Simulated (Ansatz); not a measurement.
Geometry optimisation, RKS B3LYP-D4/6-31G* (Ansatz 0.2.0).

Input file:

```yaml
crystal:
  periodic: [false, false, false]
  atoms:
    - { symbol: "N", position_ang: [-0.8206, 0.8662, -1.6618] }
    - { symbol: Al, position_ang: [0.3405, 0.1339, -0.4185] }
    - { symbol: O, position_ang: [2.1016, 0.0467, -0.8208] }
    - { symbol: Si, position_ang: [-0.3874, -0.6925, 1.6306] }
    - { symbol: H, position_ang: [-0.2929, 1.2507, -2.4918] }
    - { symbol: H, position_ang: [-1.2871, 1.7651, -1.2128] }
    - { symbol: H, position_ang: [2.2701, -0.8254, -1.2577] }
    - { symbol: H, position_ang: [-0.1101, -2.1196, 1.7255] }
    - { symbol: H, position_ang: [-1.9139, -0.4947, 1.7432] }
    - { symbol: H, position_ang: [0.183, 0.0184, 2.7671] }
basis:
  gaussian: { orbitals: "6-31G*" }
hamiltonian:
  xc: b3lyp
  dispersion: d4
relax:
  f_tol: 0.015
  max_steps: 40
```

Command:

```bash
$ ansatz run input.yaml --threads 1 --pin off --max-ram 2048MiB --backend cpu --events-out ev --progress --plain --runs-dir out
```

Problem. Where does it end, and by what steps?

Solution. The run converged. The force dipped under the threshold on the way, but the program's further checks kept it going. After 18 steps the energy has fallen by 0.767 eV; H7 moved furthest, 0.58 Å.

| step | energy less start (eV) | largest force component (eV/Å) | accepted |
| --- | --- | --- | --- |
| 0 | 0.0000 | 2.656 | yes |
| 1 | -0.3741 | 1.962 | yes |
| 2 | -0.5820 | 1.384 | yes |
| 3 | -0.6473 | 0.647 | yes |
| 4 | -0.6907 | 0.342 | yes |
| 5 | -0.7063 | 0.246 | yes |
| 6 | -0.7253 | 0.279 | yes |
| 7 | -0.7587 | 0.220 | yes |
| 8 | -0.7662 | 0.035 | yes |
| 9 | -0.7665 | 0.020 | yes |
| 10 | -0.7667 | 0.006 | yes |
| 11 | -0.7668 | 0.010 | yes |
| 12 | -0.7668 | 0.090 | no |
| 13 | -0.7670 | 0.011 | yes |
| 14 | -0.7668 | 0.078 | no |
| 15 | -0.7671 | 0.026 | yes |
| 16 | -0.7671 | 0.041 | no |
| 17 | -0.7673 | 0.016 | yes |
| 18 | -0.7674 | 0.013 | yes |

```xyz
10
Properties=species:S:1:pos:R:3
N -0.651 1.157 -1.567
Al 0.387 0.124 -0.563
O 1.936 -0.223 -1.221
Si -0.411 -0.690 1.605
H -0.379 1.536 -2.467
H -1.589 1.449 -1.326
H 2.574 -0.781 -0.761
H -0.230 -2.165 1.758
H -1.864 -0.405 1.798
H 0.312 -0.054 2.747
```

The run took 90 s on 1 thread of Arm Neoverse V1, on a shared host, peak memory 0.16 GiB.
